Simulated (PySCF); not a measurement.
# Computed properties of In(NCO)(OH)2 (CH₂InNO₃), SMILES [N]([In]([OH])[OH])=C=O

CH2InNO3, SMILES O=C=[N][In]([OH])[OH]. Geometry: B3LYP-D3(BJ)/def2-SVP. The structure was generated by enumeration; whether it is a known compound was not checked. The def2 effective core potentials stand for the cores of In; spin–orbit coupling is left out. The values are those of a single conformer. All values are computed for the isolated molecule unless a solvent is named; none is compared with measurement here.

**Structure.** The optimised structure has Cs symmetry. All 18 harmonic modes at B3LYP-D3(BJ)/def2-SVP (PySCF) are real, so it is a minimum. With heavy atoms numbered as in [In:1]([N:2]=[C:3]=[O:4])([OH:5])[OH:7], the shortest bond between them is C3–O4 at 1.175 Å and the longest In1–N2 at 2.053 Å.

**Vibrations.** The strongest infrared lines (harmonic, unscaled, degenerate partners summed) lie at 2371 cm⁻¹ (1331 km/mol, C 71 %, N 16 %, O 13 %), 289 cm⁻¹ (158 km/mol, H 94 %), 873 cm⁻¹ (134 km/mol, H 93 %). The softest mode is at 35 cm⁻¹ and the zero-point energy is 24.3 kcal/mol.

**Electronic structure.** HF/def2-TZVP (PySCF) places the frontier levels at -12.01 and 0.91 eV, a gap of 12.92 eV, and gives a dipole moment of 0.50 D and a mean polarisability of 50.5 bohr³. PBE/def2-TZVP (PySCF) at the same geometry gives -7.09 and -3.32 eV, so its gap is 9.15 eV narrower. An orbital gap is neither the optical nor the fundamental gap.

**Excitations.** TDDFT-CAM-B3LYP/def2-SVPD (PySCF) has S1 at 5.27 eV (235 nm, f = 0.001, dark); the most intense of the 10 singlets computed lies at 6.74 eV (f = 0.23). T1 (TDA) is at 4.83 eV. TDDFT-PBE/def2-SVPD (PySCF) puts S1 at 3.90 eV. No vertical singlet excitation falls in the visible range (under 3.1 eV).
